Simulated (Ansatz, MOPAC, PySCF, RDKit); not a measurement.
Noncovalent pair: CH4O (SMILES CO) (first 6 atoms) with H4OSi (SMILES O[SiH3]); geometry from B3LYP-D3(BJ)/def2-TZVP, rigid monomers moved along the line of their centres of mass till O2···H9 is 2.06 Å.
(charge 0, multiplicity 1):
```xyz
12

C     -0.0629     0.0915     0.1839
O     -0.9976     0.3478     1.2362
H     -0.1007    -0.9507    -0.1428
H      0.9253     0.2959     0.5903
H     -0.2389     0.7514    -0.6690
H     -1.8898     0.1680     0.9225
O      0.0340    -1.0841     3.6955
Si     1.1285    -0.2899     4.6245
H     -0.3869    -0.5932     2.9658
H      2.2187     0.3070     3.8059
H      1.7110    -1.2839     5.5516
H      0.5156     0.8093     5.4144
```

Interaction energies are E(AB) − E(A) − E(B) at the monomers' geometry in the complex; basis-set methods are counterpoise corrected. Rows marked so take none.

Frozen-core correlation. Rows in 6-311+G**, 6-31G*, STO-3G carry no dispersion term and start afresh at each structure (6-31G* with six Cartesian d functions). MP2/6-31G* freezes PySCF's default core. The state that AM1 reach isn't checked.

The values were computed with Ansatz (a first-principles code) with Gaussian orbitals; MOPAC for AM1 (differences of heats of formation); PySCF for 6-311+G** rows, 6-31G* rows, STO-3G rows; RDKit for the force fields. Values without a source in brackets are computed.

| level | interaction energy (kJ/mol) |
|---|---|
| MMFF94 | -23.4 |
| AM1 | -13.4 |
| HF/STO-3G (no counterpoise) | -18.6 |
| HF/6-31G* | -25.1 |
| B3LYP/6-31G* | -28.0 |
| B3LYP/6-311+G** (no counterpoise) | -28.2 |
| B3LYP/def2-TZVPPD | -23.5 |
| MP2/6-31G* | ? |
| CCSD(T)/aug-cc-pV(D+d)Z | ? |

**Question.** Some entries are withheld; supply them.

**Answer.** 
- MP2/6-31G*, interaction energy (kJ/mol): -29.0
- CCSD(T)/aug-cc-pV(D+d)Z, interaction energy (kJ/mol): -26.5
